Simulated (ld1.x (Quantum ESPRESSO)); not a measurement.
## Mg, ultrasoft: configuration errors across variants

* Element: magnesium
* Generator: ld1.x (Quantum ESPRESSO) 7.5
* Type: ultrasoft
* Functional: PBEsol
* Relativity: scalar-relativistic
* Frozen core: [He]
* Valence charge: 10
* Reference configuration: 2s2 2p6 3s2 3p0
* Partial waves: 2s (bound): rcut 1.10, rcutus 1.40 bohr; 3s (bound): rcut 1.10, rcutus 1.40 bohr; 2p (bound): rcut 1.10, rcutus 1.30 bohr; 3p (bound, empty): rcut 1.10, rcutus 1.30 bohr
* Local potential: all-electron potential smoothed inside 1.00 bohr (lloc = -1)
* Core correction: none
* Augmentation charge: PSQ, inside the norm-conserving radii

All-electron excitation energies from the reference (eV): (1) 2s2 2p6 3s1 3p0 7.920; (2) 2s2 2p6 3s0 3p0 22.737; (3) 2s2 2p6 3s1.5 3p0 3.129.

The overlap operator is not positive definite (basis up to 400 Ry) in “base”, “local potential all-electron potential smoothed inside 0.54 bohr (lloc = -1)”, “local potential all-electron potential smoothed inside 0.72 bohr (lloc = -1)”, “local potential all-electron potential smoothed inside 0.86 bohr (lloc = -1)”, “local potential all-electron potential smoothed inside 1.02 bohr (lloc = -1)”, “local potential all-electron potential smoothed inside 1.14 bohr (lloc = -1)”. Such files are unfit for use, however small their errors in these radial tests.

Errors AE − PS in meV (a dash: test not solved or not reliable):

```csv
change,(1),(2),(3),bound ghosts
base,+0.2,-0.4,0.0,not determined (overlap not positive)
local potential all-electron potential smoothed inside 0.54 bohr (lloc = -1),+0.7,+1.7,+0.1,not determined (overlap not positive)
local potential all-electron potential smoothed inside 0.72 bohr (lloc = -1),+0.1,-0.8,0.0,not determined (overlap not positive)
local potential all-electron potential smoothed inside 0.86 bohr (lloc = -1),-0.1,-1.1,0.0,not determined (overlap not positive)
local potential all-electron potential smoothed inside 1.02 bohr (lloc = -1),+0.6,+1.1,+0.1,not determined (overlap not positive)
local potential all-electron potential smoothed inside 1.14 bohr (lloc = -1),–,–,–,not determined (overlap not positive)
local potential all-electron potential smoothed inside 1.30 bohr (lloc = -1),–,–,–,none
local potential all-electron potential smoothed inside 1.46 bohr (lloc = -1),–,–,–,none
```

(1) Give the same row for: local potential all-electron potential smoothed inside 1.60 bohr (lloc = -1).

## Answers

(1) –, –, –; bound ghosts: none.
